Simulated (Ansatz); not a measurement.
Isolated molecules relaxed with PBE0-D4/def2-TZVP in Ansatz; ΔE leaves out vibrations. CCSD(T)/CBS adds triple-zeta CCSD(T) − MP2 to the extrapolated MP2 energy (def2 sets, frozen cores). One conformer a species, not always the lowest.

Reaction (formal exchange of groups at a B–O bond): `OB1CCN1` + `CCCl` → `B1CCN1` + `CC(O)Cl`

`OB1CCN1`:

```xyz
11

O    -0.617    1.382    1.696
B    -0.312    0.551    0.662
C     0.976   -0.147    0.026
C    -0.063   -0.721   -0.973
N    -1.157   -0.027   -0.299
H     0.154    1.634    2.207
H     1.485   -0.906    0.622
H     1.725    0.499   -0.434
H    -0.151   -1.812   -0.949
H     0.090   -0.402   -2.009
H    -2.129   -0.049   -0.550
```

`CCCl`:

Z-matrix (Å, degrees):
```
C
C 1 1.507
H 1 1.091 2 111.0
H 1 1.094 2 109.6 3 119.7
H 1 1.091 2 111.0 3 -120.6
Cl 2 1.788 1 111.4 3 60.3
H 2 1.089 1 111.9 3 179.1
H 2 1.089 1 111.9 3 -58.5
```

`B1CCN1`:

Z-matrix (Å, degrees):
```
C
C 1 1.550
B 1 1.595 2 83.8
H 1 1.091 2 114.3 3 -117.1
H 1 1.091 2 114.3 3 117.1
N 2 1.460 1 90.5 3 -0.0
H 2 1.095 1 114.8 3 -116.4
H 2 1.095 1 114.8 3 116.4
H 3 1.195 1 138.8 2 180.0
H 6 1.006 2 126.8 1 -180.0
```

`CC(O)Cl`:

Cartesian coordinates in Å:
```
C 0.770 -0.272 0.446
C -0.601 -0.157 -0.168
O -1.162 1.092 -0.052
Cl -0.494 -0.661 -1.920
H 1.152 -1.289 0.358
H 1.470 0.400 -0.056
H 0.711 -0.001 1.502
H -1.309 -0.859 0.269
H -0.536 1.747 -0.379
```

| species | CCSD(T)/CBS(def2) energy (Eh) |
| --- | --- |
| `OB1CCN1` | -234.45567 |
| `CCCl` | -538.89655 |
| `B1CCN1` | -159.21673 |
| `CC(O)Cl` | -614.06791 |

Work out ΔE.

ΔE = (-159.21673) + (-614.06791) − (-234.45567) − (-538.89655) = 0.06758 Eh = +177.4 kJ/mol.

Largest T1 diagnostic among the species: 0.013.

From PBE to PBE0 (25 % exact exchange), in def2-TZVPP and without D4, ΔE moves by +6.6 kJ/mol. In def2-TZVPP, CCSD(T) changes the Hartree–Fock value by −8.8 kJ/mol (the triples alone add −3.0 kJ/mol) and MP2 by −3.8 kJ/mol.
